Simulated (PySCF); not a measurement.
Compound: C3H7GeN.
Numbering: `[CH:1]#[C:2][Ge@@H:3]([CH3:4])[NH2:5]` (hydrogens: H6 on C1; H7 on Ge3; H8, H9, H10 on C4; H11, H12 on N5)

Method: PySCF 2.14.0, PBE0-D3(BJ)/def2-SVP geometry optimisation, gas phase; density fitting, grid level 1; the optimiser is geomeTRIC in internal coordinates, started from a GFN2-xTB structure with every atom displaced at random (about 0.01 Å).

Step 0: E = -61208.5684 eV
```
atom  x, y, z in Å  |  force x, y, z in eV/Å
C1     -0.9761    2.5973   -0.4016   -2.717   5.380  -1.905
C2     -0.4871    1.6018   -0.0274    2.190  -4.762   1.629
Ge3     0.3362   -0.0396    0.4972    0.506  -0.172  -0.116
C4     -0.8764   -1.5317    0.3102   -1.422   0.841   0.565
N5      1.8252   -0.4385   -0.4964    0.088   0.145   1.036
H6     -1.4533    3.5256   -0.7239    0.333  -0.564   0.167
H7      0.8816    0.1649    1.9047   -0.049   0.017   0.310
H8     -1.2487   -1.5970   -0.7164   -0.034  -0.011  -0.207
H9     -1.7725   -1.3914    0.9806    0.654  -0.027  -0.537
H10    -0.4251   -2.4666    0.5851    0.577  -0.716   0.181
H11     2.5680    0.2477   -0.4700    0.119   0.158   0.029
H12     1.6699   -0.7036   -1.4392   -0.246  -0.288  -1.152
```

Step 1: E = -61208.7415 eV
```
atom  x, y, z in Å  |  force x, y, z in eV/Å
C1     -1.0565    2.5517   -0.3825    0.457  -0.519  -0.043
C2     -0.4619    1.5291   -0.0738   -0.303   0.537  -0.031
Ge3     0.4094   -0.0923    0.4619   -0.056  -0.065   0.090
C4     -0.9324   -1.4903    0.3223    0.322  -0.194  -0.025
N5      1.9173   -0.4549   -0.5186   -0.103  -0.114  -0.127
H6     -1.5225    3.4541   -0.7255   -0.150   0.131   0.048
H7      0.8568    0.0771    1.9279    0.048   0.038  -0.091
H8     -1.3397   -1.5600   -0.6967   -0.002   0.025   0.022
H9     -1.7420   -1.2206    1.0152   -0.053  -0.123  -0.018
H10    -0.4944   -2.4665    0.6048   -0.173   0.205  -0.016
H11     2.6357    0.2559   -0.4153    0.061   0.021  -0.010
H12     1.7721   -0.6141   -1.5168   -0.046   0.056   0.201
```

Step 2: E = -61208.7610 eV
```
atom  x, y, z in Å  |  force x, y, z in eV/Å
C1     -1.0386    2.5714   -0.3948    0.119  -0.016  -0.137
C2     -0.4585    1.5490   -0.0734   -0.080   0.046   0.093
Ge3     0.3990   -0.0831    0.4771   -0.101   0.023   0.031
C4     -0.9179   -1.5027    0.3209    0.105   0.024   0.005
N5      1.8941   -0.4620   -0.5089    0.037  -0.051  -0.029
H6     -1.5162    3.4782   -0.7246   -0.027  -0.035   0.072
H7      0.8707    0.1028    1.9288    0.008   0.030  -0.005
H8     -1.3110   -1.5694   -0.7032    0.003   0.020  -0.013
H9     -1.7491   -1.2691    1.0011   -0.045  -0.059  -0.016
H10    -0.4778   -2.4707    0.6007   -0.009   0.018   0.013
H11     2.6229    0.2423   -0.4213    0.011  -0.017  -0.016
H12     1.7243   -0.6178   -1.4994   -0.022   0.016   0.001
```

Step 3: E = -61208.7683 eV
```
atom  x, y, z in Å  |  force x, y, z in eV/Å
C1     -1.0233    2.5863   -0.4058   -0.017   0.112  -0.094
C2     -0.4587    1.5632   -0.0666    0.011  -0.133   0.108
Ge3     0.3881   -0.0709    0.4953    0.013   0.048  -0.026
C4     -0.9036   -1.5067    0.3206   -0.072   0.054   0.030
N5      1.8718   -0.4730   -0.5039    0.026  -0.014   0.040
H6     -1.5104    3.4928   -0.7199   -0.002  -0.012   0.019
H7      0.8724    0.1329    1.9394   -0.006   0.006   0.011
H8     -1.2743   -1.5683   -0.7125    0.015   0.000  -0.016
H9     -1.7607   -1.3131    0.9820   -0.006  -0.003  -0.017
H10    -0.4513   -2.4669    0.5986    0.055  -0.049   0.005
H11     2.6144    0.2189   -0.4348   -0.006  -0.009  -0.006
H12     1.6775   -0.6262   -1.4894   -0.011   0.000  -0.055
```

**Question.** Estimate the geometry and energy of step 4. (The exact step hangs on the optimiser's Hessian estimate; all steps are aligned on step 3, rigid shifts and turns removed.)

**Answer.** E = -61208.7697 eV, largest force 0.087 eV/Å
```
atom  x, y, z in Å  |  force x, y, z in eV/Å
C1     -1.0172    2.5918   -0.4099   -0.010   0.058  -0.042
C2     -0.4613    1.5669   -0.0599   -0.012  -0.062   0.060
Ge3     0.3843   -0.0658    0.5028    0.028   0.023  -0.025
C4     -0.8995   -1.5078    0.3217   -0.057   0.013   0.025
N5      1.8623   -0.4774   -0.5030    0.007  -0.008   0.017
H6     -1.5044    3.4990   -0.7214    0.006  -0.009   0.002
H7      0.8710    0.1428    1.9456   -0.003  -0.004   0.006
H8     -1.2578   -1.5681   -0.7161    0.014  -0.006  -0.008
H9     -1.7666   -1.3295    0.9739    0.003   0.009  -0.007
H10    -0.4364   -2.4648    0.5981    0.027  -0.015  -0.004
H11     2.6097    0.2097   -0.4411   -0.002   0.001  -0.001
H12     1.6578   -0.6277   -1.4878   -0.001   0.001  -0.021
```

The energy changes by -0.0013 eV. The first-order estimate −F·Δx gives -0.0022 eV and the mean of the old and new forces, exact on a quadratic surface, -0.0014 eV. The step makes an angle of 80° with the force vector and moves no atom by more than 0.020 Å.

What follows is the cost of the whole optimisation. On one thread, Arm Neoverse V1 (aarch64), shared host with 32 logical CPUs at a one-minute load of 29, this took 57 s wall and 0.51 GiB of memory at its peak.
